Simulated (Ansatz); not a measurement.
`N=[C]1[O][GeH2]1`, charge 0, multiplicity 1.

Give a relaxed structure at PBE0-D4/def2-TZVP (Ansatz). (An estimate is asked.)

Ansatz gave: 
Z-matrix (Å, degrees):
```
Ge
C 1 1.936
O 1 1.917 2 39.7
H 1 1.531 2 121.6 3 -79.8
H 1 1.531 2 121.6 3 79.8
N 2 1.244 1 156.5 3 -180.0
H 6 1.012 2 113.0 1 -0.0
```
Point group Cs.
